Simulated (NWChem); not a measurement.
# PH, triplet; SMILES [PH]

```xyz
2

P      0.0000     0.0000    -0.1021
H      0.0000     0.0000     1.3261
```
Atoms are numbered in this order, from 1.

Geometry: optimised at PBE0-D3(BJ)/def2-TZVP, spin-unrestricted. No stability test was run on the SCF state.

### Question
List the 4 lowest vertical excitations from B3LYP/6-31+G* (spherical d), spin-unrestricted, TDA (NWChem).

### Answer
```json
[
 {"state": "state 1", "energy (eV)": "3.89", "oscillator strength": "0.019", "<S²>": "2.01"},
 {"state": "state 2", "energy (eV)": "3.89", "oscillator strength": "0.019", "<S²>": "2.01"},
 {"state": "state 3", "energy (eV)": "5.80", "oscillator strength": "0.041", "<S²>": "2.00"},
 {"state": "state 4", "energy (eV)": "5.80", "oscillator strength": "0.041", "<S²>": "2.00"}
]
```
